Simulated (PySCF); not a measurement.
Run record: geometry optimisation, `[SiH3][CH2][GeH2][NH2]`.

Computed with PBE0-D3(BJ)/def2-SVP geometry optimisation, gas phase (PySCF 2.14.0). Start geometry: GFN2-xTB. A driver script takes a list of jobs; this job's settings line and coordinates (Å) are shown.

Input:
```
{"job": {"xc": "PBE0", "basis": "def2-SVP", "d3": "d3bj", "grid": 1, "maxiter": 30, "shake": 0.01, "kind": "geom"}, "charge": 0, "multiplicity": 1}
N     -1.837320     0.765120    -0.563240
Ge    -1.099940    -0.811220    -0.165000
C      0.799260    -0.703500    -0.604070
Si     1.743430     0.712360     0.305530
H     -1.711140     1.125860    -1.516960
H     -2.842780     0.897390    -0.352770
H     -1.736980    -1.986360    -0.885490
H     -1.358500    -0.990210     1.297650
H      0.927800    -0.570400    -1.653730
H      1.286230    -1.654560    -0.335680
H      1.616220     0.500010     1.765380
H      3.124850     0.689150    -0.099280
H      1.094680     2.009470    -0.063910
```

Q: What does the run print?

A: 
```
step   0  E = -2463.84840202  max force = 0.034199
step   1  E = -2463.85255591  max force = 0.018090
step   2  E = -2463.85443247  max force = 0.008538
step   3  E = -2463.85490329  max force = 0.001755
step   4  E = -2463.85502801  max force = 0.001132
step   5  E = -2463.85510695  max force = 0.001284
step   6  E = -2463.85522153  max force = 0.001354
step   7  E = -2463.85539487  max force = 0.001911
step   8  E = -2463.85556623  max force = 0.002713
step   9  E = -2463.85571835  max force = 0.002511
step  10  E = -2463.85589565  max force = 0.000740
step  11  E = -2463.85592568  max force = 0.000376
step  12  E = -2463.85593816  max force = 0.000253
optimisation converged
```

Energies in Eh; «max force» is the largest Cartesian gradient component in Eh/bohr.

Q: Give the first gradient maximum in eV/Å.

A: With 1 Eh/bohr = 51.422 eV/Å, 1.759 eV/Å.

Q: How much energy does the optimisation release, in kJ/mol?

A: E(step 0) − E(last step) = 0.007536 Eh, which is 19.8 kJ/mol.

Summary of the converged run: final energy -2463.85594 Eh after 12 steps; dipole 1.62 D.

Q: Give the final coordinates.

A: 0.366 Å rms from the input after alignment:
```
atom  x, y, z in Å
N1    -1.7332    0.7650   -0.4631
Ge2   -1.0511   -0.9363   -0.2818
C3     0.8805   -0.7615   -0.5025
Si4    1.5501    0.8324    0.2493
H5    -1.7097    1.1450   -1.4058
H6    -2.6694    0.8937   -0.0892
H7    -1.6223   -1.9707   -1.2870
H8    -1.4063   -1.3721    1.1526
H9     1.1292   -0.7858   -1.5764
H10    1.3736   -1.6329   -0.0417
H11    1.0008    1.0506    1.6218
H12    3.0425    0.7511    0.3609
H13    1.2224    2.0096   -0.6082
```

Q: How long does this job take on one thread of an Arm Neoverse V2, shared host with 96 logical CPUs at a one-minute load of 56? And the peak memory of the process?

A: About 66 s, with 0.52 GiB resident at the peak, the Python interpreter and its libraries included.
Labels such as C1 count atoms from 1, the log's own numbers from 0.
